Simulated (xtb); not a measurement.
BH4O4, SMILES O[B-](O)(O)O, charge -1. All values are semi-empirical tight-binding results from xtb (GFN2-xTB unless named), good for trends rather than for accurate numbers. Coordinates come from a GFN2-xTB optimisation. The values are those of a single conformer.

Optimised geometry:

Bonded distances (Å): O1–B2 1.486, O1–H6 0.955, B2–O3 1.486, B2–O4 1.486, B2–O5 1.485, O3–H7 0.955, O4–H8 0.955, O5–H9 0.955. Angles (°): B2–O1–H6 105.8, O1–B2–O3 107.9, O1–B2–O4 107.9, O1–B2–O5 112.7, O3–B2–O4 112.7, O3–B2–O5 107.9, O4–B2–O5 107.9, B2–O3–H7 105.9, B2–O4–H8 105.9, B2–O5–H9 105.9.
Charge -1, spin multiplicity 1.

Computed properties:
The point group as xtb finds it is S4. The orbital gap comes out as 13.29 eV and the zero-point energy is 35.5 kcal/mol. The G − E(el) at 298.15 K (modified RRHO) is 17.2 kcal/mol and the static polarisability (D4 model) comes out as 39.8 bohr³. The solvation energy, GFN2-xTB/ALPB(water) is -71.7 kcal/mol and the solvation energy, GFN2-xTB/ALPB(octanol) comes out as -59.0 kcal/mol.

Computed IR lines (harmonic; lines under 4 % of the strongest left out, lines within 3 cm⁻¹ merged):
ν (cm⁻¹): 170 (w), 196 (m), 421 (w), 465 (w), 778 (s), 866 (s), 1103 (vs) (against the strongest line: vs over 80 %, s over 45 %, m over 15 %, w over 4 %, vw less)

Computed atomic charges and the Wiberg bond orders between heavy atoms:
charges (e) O1 -0.64, B2 0.59, O3 -0.64, O4 -0.64, O5 -0.64, H6 0.24, H7 0.24, H8 0.24, H9 0.24. Bond orders O1–B2 0.83, B2–O3 0.83, B2–O4 0.83, B2–O5 0.83.
